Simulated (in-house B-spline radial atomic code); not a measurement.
Ionisation energies along the 17-electron series, configuration [Ne] 3s2 3p5, as differences of self-consistent energies. NIST's values go from ground level to ground level; the uncertainty of those that are theory runs from under 0.1 % in few-electron ions to several per cent in heavy many-electron ones. Computed with a B-spline radial code for spherical atoms: non-relativistic Hartree-Fock, average of the configuration, point nuclei.

This level leaves out relativity, spin-orbit splitting included, which matters for heavy ions.

```json
{"ion": "Eu46+", "configuration after": "[Ne] 3s2 3p4", "ionisation energy (eV)": "3887.3", "IE/(q+1)² (eV)": "1.7598", "-ε less Coulomb ΔSCF (eV)": "0.89305", "tabulated value (eV)": "3921", "tabulated kind": "tabulated theory", "computed minus tabulated (eV)": "-34"}
{"ion": "Gd47+", "configuration after": "[Ne] 3s2 3p4", "ionisation energy (eV)": "?", "IE/(q+1)² (eV)": "?", "-ε less Coulomb ΔSCF (eV)": "?", "tabulated value (eV)": "?", "tabulated kind": "tabulated theory", "computed minus tabulated (eV)": "?"}
{"ion": "Tb48+", "configuration after": "[Ne] 3s2 3p4", "ionisation energy (eV)": "4201.3", "IE/(q+1)² (eV)": "1.7498", "-ε less Coulomb ΔSCF (eV)": "0.89383", "tabulated value (eV)": "4242", "tabulated kind": "tabulated theory", "computed minus tabulated (eV)": "-41"}
{"ion": "Dy49+", "configuration after": "[Ne] 3s2 3p4", "ionisation energy (eV)": "4362.9", "IE/(q+1)² (eV)": "1.7452", "-ε less Coulomb ΔSCF (eV)": "0.89421", "tabulated value (eV)": "4407", "tabulated kind": "tabulated theory", "computed minus tabulated (eV)": "-44"}
{"ion": "Ho50+", "configuration after": "[Ne] 3s2 3p4", "ionisation energy (eV)": "4527.5", "IE/(q+1)² (eV)": "1.7407", "-ε less Coulomb ΔSCF (eV)": "0.89458", "tabulated value (eV)": "4576", "tabulated kind": "tabulated theory", "computed minus tabulated (eV)": "-48"}
{"ion": "Er51+", "configuration after": "[Ne] 3s2 3p4", "ionisation energy (eV)": "4695.1", "IE/(q+1)² (eV)": "1.7364", "-ε less Coulomb ΔSCF (eV)": "0.89495", "tabulated value (eV)": "4748", "tabulated kind": "tabulated theory", "computed minus tabulated (eV)": "-53"}
{"ion": "Tm52+", "configuration after": "[Ne] 3s2 3p4", "ionisation energy (eV)": "4865.8", "IE/(q+1)² (eV)": "1.7322", "-ε less Coulomb ΔSCF (eV)": "0.8953", "tabulated value (eV)": "4922", "tabulated kind": "tabulated theory", "computed minus tabulated (eV)": "-56"}
{"ion": "Yb53+", "configuration after": "[Ne] 3s2 3p4", "ionisation energy (eV)": "5039.4", "IE/(q+1)² (eV)": "1.7282", "-ε less Coulomb ΔSCF (eV)": "0.89565", "tabulated value (eV)": "5101", "tabulated kind": "tabulated theory", "computed minus tabulated (eV)": "-62"}
{"ion": "Lu54+", "configuration after": "[Ne] 3s2 3p4", "ionisation energy (eV)": "5216.1", "IE/(q+1)² (eV)": "1.7243", "-ε less Coulomb ΔSCF (eV)": "0.89599", "tabulated value (eV)": "5282", "tabulated kind": "tabulated theory", "computed minus tabulated (eV)": "-66"}
{"ion": "Hf55+", "configuration after": "[Ne] 3s2 3p4", "ionisation energy (eV)": "5395.8", "IE/(q+1)² (eV)": "1.7206", "-ε less Coulomb ΔSCF (eV)": "0.89632", "tabulated value (eV)": "5468", "tabulated kind": "tabulated theory", "computed minus tabulated (eV)": "-72"}
{"ion": "Ta56+", "configuration after": "[Ne] 3s2 3p4", "ionisation energy (eV)": "?", "IE/(q+1)² (eV)": "?", "-ε less Coulomb ΔSCF (eV)": "?", "tabulated value (eV)": "?", "tabulated kind": "tabulated theory", "computed minus tabulated (eV)": "?"}
{"ion": "W57+", "configuration after": "[Ne] 3s2 3p4", "ionisation energy (eV)": "5764.3", "IE/(q+1)² (eV)": "1.7135", "-ε less Coulomb ΔSCF (eV)": "0.89697", "tabulated value (eV)": "5840", "tabulated kind": "semi-empirical", "computed minus tabulated (eV)": "-76"}
{"ion": "Re58+", "configuration after": "[Ne] 3s2 3p4", "ionisation energy (eV)": "5953.1", "IE/(q+1)² (eV)": "1.7102", "-ε less Coulomb ΔSCF (eV)": "0.89728", "tabulated value (eV)": "6042", "tabulated kind": "tabulated theory", "computed minus tabulated (eV)": "-89"}
{"ion": "Os59+", "configuration after": "[Ne] 3s2 3p4", "ionisation energy (eV)": "6144.9", "IE/(q+1)² (eV)": "1.7069", "-ε less Coulomb ΔSCF (eV)": "0.89759", "tabulated value (eV)": "6240", "tabulated kind": "tabulated theory", "computed minus tabulated (eV)": "-95"}
{"ion": "Ir60+", "configuration after": "[Ne] 3s2 3p4", "ionisation energy (eV)": "?", "IE/(q+1)² (eV)": "?", "-ε less Coulomb ΔSCF (eV)": "?", "tabulated value (eV)": "?", "tabulated kind": "tabulated theory", "computed minus tabulated (eV)": "?"}
{"ion": "Pt61+", "configuration after": "[Ne] 3s2 3p4", "ionisation energy (eV)": "6537.6", "IE/(q+1)² (eV)": "1.7007", "-ε less Coulomb ΔSCF (eV)": "0.89818", "tabulated value (eV)": "6646", "tabulated kind": "tabulated theory", "computed minus tabulated (eV)": "-108"}
{"ion": "Au62+", "configuration after": "[Ne] 3s2 3p4", "ionisation energy (eV)": "6738.5", "IE/(q+1)² (eV)": "1.6978", "-ε less Coulomb ΔSCF (eV)": "0.89847", "tabulated value (eV)": "6854", "tabulated kind": "tabulated theory", "computed minus tabulated (eV)": "-116"}
{"ion": "Hg63+", "configuration after": "[Ne] 3s2 3p4", "ionisation energy (eV)": "6942.4", "IE/(q+1)² (eV)": "1.6949", "-ε less Coulomb ΔSCF (eV)": "0.89875", "tabulated value (eV)": "7066", "tabulated kind": "tabulated theory", "computed minus tabulated (eV)": "-124"}
{"ion": "Tl64+", "configuration after": "[Ne] 3s2 3p4", "ionisation energy (eV)": "7149.3", "IE/(q+1)² (eV)": "1.6921", "-ε less Coulomb ΔSCF (eV)": "0.89903", "tabulated value (eV)": "7281", "tabulated kind": "tabulated theory", "computed minus tabulated (eV)": "-132"}
{"ion": "Pb65+", "configuration after": "[Ne] 3s2 3p4", "ionisation energy (eV)": "7359.3", "IE/(q+1)² (eV)": "1.6895", "-ε less Coulomb ΔSCF (eV)": "0.8993", "tabulated value (eV)": "7500", "tabulated kind": "tabulated theory", "computed minus tabulated (eV)": "-141"}
```

(1) Fill in the row of Gd47+.

(2) Fill in the row of Ta56+.

(3) Fill in the row of Ir60+.

## Answers

(1) ionisation energy (eV): 4042.8; IE/(q+1)² (eV): 1.7547; -ε less Coulomb ΔSCF (eV): 0.89344; tabulated value (eV): 4080; computed minus tabulated (eV): -37.

(2) ionisation energy (eV): 5578.6; IE/(q+1)² (eV): 1.717; -ε less Coulomb ΔSCF (eV): 0.89665; tabulated value (eV): 5655; computed minus tabulated (eV): -76.

(3) ionisation energy (eV): 6339.7; IE/(q+1)² (eV): 1.7038; -ε less Coulomb ΔSCF (eV): 0.89789; tabulated value (eV): 6441; computed minus tabulated (eV): -101.
